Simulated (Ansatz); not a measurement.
All numbers were calculated with Ansatz.

A structure relaxed at PBE0-D4/def2-TZVP, charge 0, multiplicity 1:

Cartesian coordinates in Å:
```
C 1.7346 -0.6557 0.9275
C 1.1951 0.0124 -0.3383
Al -0.7458 0.2706 -0.3761
N -1.7353 -0.2578 0.9980
N -1.5458 1.0293 -1.7658
H 1.4993 -0.0733 1.8231
H 2.8219 -0.7784 0.9019
H 1.3036 -1.6504 1.0737
H 1.6768 0.9881 -0.4803
H 1.4839 -0.5718 -1.2212
H -2.7346 -0.1732 1.0814
H -1.3582 -0.6952 1.8224
H -2.5335 1.1975 -1.8615
H -1.0619 1.3579 -2.5848
```

Q: Give its formula and SMILES.

A: C2H9AlN2, `C[CH2][Al]([NH2])[NH2]`.

Q: Point group (tolerance 0.08 Å, 0.16 Å for H)?

A: Cs.

Q: Summarise the bond lengths by kind.

A: 1 × C–C 1.530 Å; 5 × C–H 1.094 to 1.097 Å; 1 × Al–C 1.958 Å; 2 × Al–N 1.774 Å; 4 × H–N 1.006 to 1.007 Å.
